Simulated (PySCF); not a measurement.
Basis-set dependence of population analyses: `O=C[Si@@H]1C[C@H]1Cl`

C3H5ClOSi.
Z-matrix (Å and degrees, PBE0-D3(BJ)/def2-SVP geometry), rows numbered from 1:
```
O 
C   1  1.2073
Si  2  1.9106  1  118.26
C   3  1.8707  2  113.26  1    24.56
C   4  1.5156  3   66.42  2   -98.35
Cl  5  1.7631  3  121.92  4   109.06
H   2  1.1234  1  120.46  3  -179.11
H   3  1.4822  2  121.29  1  -178.74
H   4  1.0954  3  117.25  5  -108.30
H   4  1.0963  3  118.46  5   108.26
H   5  1.0959  3  116.40  4  -108.19
```

PBE0 throughout (PySCF), one geometry, spherical d and f functions. Isolated species at its PBE0-D3(BJ)/def2-SVP geometry (one conformer only). The first 7 of 11 kinds of atom are listed.

Mulliken charges (e):

```tsv
basis	functions	O1	C2	Si3	C4	C5	Cl6	H7
STO-3G	43	-0.168	-0.053	+0.593	-0.298	-0.196	-0.153	+0.065
6-31G	72	-0.364	-0.035	+0.707	-0.562	-0.629	+0.064	+0.153
pcSseg-0	72	-0.437	-0.208	+1.130	-0.819	-0.845	+0.016	+0.231
6-31G*	102	-0.352	+0.047	+0.422	-0.510	-0.427	-0.021	+0.149
cc-pVDZ	117	-0.193	+0.028	+0.307	-0.115	-0.233	-0.082	+0.031
def2-SVP	117	-0.223	+0.007	+0.367	-0.180	-0.213	-0.118	+0.050
aug-cc-pVDZ	191	-0.438	+0.324	+0.231	+0.777	+0.354	-0.209	-0.256
6-311+G(2d,p)	208	-0.293	-0.103	+0.634	-0.670	-0.114	-0.037	+0.117
def2-TZVP	228	-0.253	+0.038	+0.202	-0.334	-0.099	-0.131	+0.098
cc-pVTZ	258	-0.243	+0.052	+0.249	-0.262	-0.137	-0.131	+0.066
IGLO-III	278	-0.381	+0.088	+0.694	-0.463	-0.328	+0.004	+0.067
```

IAO charges (e):

```tsv
basis	functions	O1	C2	Si3	C4	C5	Cl6	H7
STO-3G	43	-0.162	-0.134	+0.773	-0.488	-0.381	-0.066	+0.098
6-31G	72	-0.327	-0.011	+0.610	-0.489	-0.339	-0.072	+0.123
pcSseg-0	72	-0.308	-0.018	+0.632	-0.501	-0.367	-0.061	+0.117
6-31G*	102	-0.350	+0.015	+0.694	-0.497	-0.341	-0.072	+0.105
cc-pVDZ	117	-0.343	+0.016	+0.682	-0.499	-0.335	-0.071	+0.104
def2-SVP	117	-0.343	+0.013	+0.697	-0.495	-0.336	-0.064	+0.101
aug-cc-pVDZ	191	-0.368	+0.024	+0.686	-0.507	-0.335	-0.075	+0.110
6-311+G(2d,p)	208	-0.368	+0.018	+0.717	-0.516	-0.348	-0.071	+0.110
def2-TZVP	228	-0.366	+0.017	+0.724	-0.518	-0.351	-0.067	+0.109
cc-pVTZ	258	-0.362	+0.018	+0.711	-0.516	-0.346	-0.070	+0.108
IGLO-III	278	-0.369	+0.016	+0.724	-0.519	-0.351	-0.066	+0.110
```

Problem. Which scheme is steadiest as the basis changes?

Solution. Largest range over the bases for any column: IAO 0.21 e, Mulliken 1.60 e. IAO charges move least and Mulliken charges most, counted in e. Without the minimal STO-3G basis the ranges are IAO 0.11, Mulliken 1.60 e.

Problem. How much do the charges still move between the two largest bases, cc-pVTZ and IGLO-III?

Solution. At most, over all atoms: Mulliken 0.444 e, IAO 0.013 e.

Problem. What do the same runs give for the total energy, the frontier levels and the dipole moment?

Solution. 
| basis | energy (Eh) | HOMO (eV) | LUMO (eV) | μ (D) |
| --- | --- | --- | --- | --- |
| STO-3G | -930.9105 | -4.41 | 1.71 | 2.81 |
| 6-31G | -941.5355 | -7.07 | -1.84 | 2.29 |
| pcSseg-0 | -940.3552 | -7.29 | -2.09 | 2.62 |
| 6-31G* | -941.6427 | -6.91 | -1.78 | 2.08 |
| cc-pVDZ | -941.6968 | -6.92 | -1.82 | 2.04 |
| def2-SVP | -941.3049 | -6.94 | -1.91 | 2.03 |
| aug-cc-pVDZ | -941.7155 | -7.06 | -2.16 | 2.18 |
| 6-311+G(2d,p) | -941.7632 | -7.07 | -2.22 | 2.24 |
| def2-TZVP | -941.7828 | -7.02 | -2.15 | 2.16 |
| cc-pVTZ | -941.7848 | -7.01 | -2.07 | 2.15 |
| IGLO-III | -941.7823 | -7.01 | -2.16 | 2.12 |

The dipole is fixed by the density alone, so its range of 0.78 D shows that the density itself changes with the basis, not only its division among atoms.
